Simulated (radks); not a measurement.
The numbers below are computed, except where a source is named.
Zr II, 39 electrons, occupied as [Kr] 4d2 5s1.

Level of theory: Dirac Kohn-Sham, Slater X-alpha with alpha = 0.561, spin-unpolarised, spherical densities, finite nucleus; open shells fill j = l - 1/2 first; Fermi nuclear charge, rms radius 4.2694 fm (a radial shooting solver on a logarithmic mesh with Libxc functionals).

Energy parts (hartree):
total: -3574.29206
kinetic: 3695.16707
electron-nucleus: -8641.21491
Hartree: 1460.76266
exchange: -89.00687

Orbitals (lengths in bohr, moments of r in powers of bohr; <r^-3> diverges for s and p1/2):
| orbital | occ. | eigenvalue (hartree) | <r^-3> | small-component weight |
|---|---|---|---|---|
| 1s1/2 | 2 | -651.9359 | - | 2.11e-02 |
| 2s1/2 | 2 | -90.17413 | - | 4.28e-03 |
| 2p1/2 | 2 | -82.52107 | - | 4.29e-03 |
| 2p3/2 | 4 | -79.39511 | 2020 | 4.16e-03 |
| 3s1/2 | 2 | -14.77500 | - | 1.11e-03 |
| 3p1/2 | 2 | -11.94584 | - | 1.05e-03 |
| 3p3/2 | 4 | -11.44985 | 324.1 | 1.02e-03 |
| 3d3/2 | 4 | -6.45564 | 45.70 | 9.05e-04 |
| 3d5/2 | 6 | -6.36566 | 43.77 | 8.95e-04 |
| 4s1/2 | 2 | -2.12308 | - | 2.34e-04 |
| 4p1/2 | 2 | -1.36800 | - | 1.90e-04 |
| 4p3/2 | 4 | -1.30333 | 42.31 | 1.83e-04 |
| 5s1/2 | 1 | -0.31898 | - | 3.20e-05 |
| 4d3/2 | 2 | -0.29187 | 2.418 | 7.61e-05 |
| 4d5/2 | 0 | -0.28728 | 2.293 | 7.46e-05 |

The highest occupied level is 4d3/2 at -7.942 eV. The density falls to 0.001 e/bohr^3 at r = 4.59 bohr. Summed over all electrons, <r^2> = 48.26 bohr^2, which gives a Langevin (diamagnetic) susceptibility term of -38.2 x 10^-6 cm^3/mol.
